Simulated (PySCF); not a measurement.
CH3FO2Si, SMILES [SiH2](C(=O)O)F.

The structure is a stationary point at PBE0-D3(BJ)/def2-SVP. This is a generated structure with no PubChem entry under its InChIKey; it may be hypothetical. Other conformers were not sampled.

These are PBE0-D3(BJ)/def2-SVP (PySCF 2.14.0) values and carry that method's errors.

Frequencies are harmonic and unscaled.

| mode | ν (cm⁻¹) | IR (km/mol) | moving atoms (share of kinetic energy) |
|---|---|---|---|
| 1 | 54 | 4.0 | O 40 %, F 25 %, Si 18 %, H 16 % |
| 2 | 128 | 7.2 | O 45 %, F 41 % |
| 3 | 303 | 3.9 | O 46 %, F 25 %, C 15 %, Si 13 % |
| 4 | 375 | 0.5 | H 56 %, C 32 % |
| 5 | 442 | 68.2 | Si 47 %, O 41 %, H 10 % |
| 6 | 656 | 190.9 | H 78 %, Si 11 % |
| 7 | 717 | 31.4 | O 47 %, H 26 %, C 20 % |
| 8 | 726 | 0.0 | H 82 % |
| 9 | 764 | 22.1 | H 50 %, C 37 %, O 11 % |
| 10 | 867 | 24.9 | H 49 %, F 39 %, Si 12 % |
| 11 | 922 | 193.4 | H 70 %, Si 17 %, F 11 % |
| 12 | 959 | 164.5 | H 64 %, Si 24 %, F 11 % |
| 13 | 1196 | 192.5 | O 46 %, H 43 %, C 10 % |
| 14 | 1367 | 57.7 | C 59 %, H 26 %, O 15 % |
| 15 | 1849 | 248.8 | C 60 %, O 38 % |
| 16 | 2283 | 53.1 | H 98 % |
| 17 | 2294 | 106.1 | H 95 % |
| 18 | 3735 | 60.8 | H 94 % |
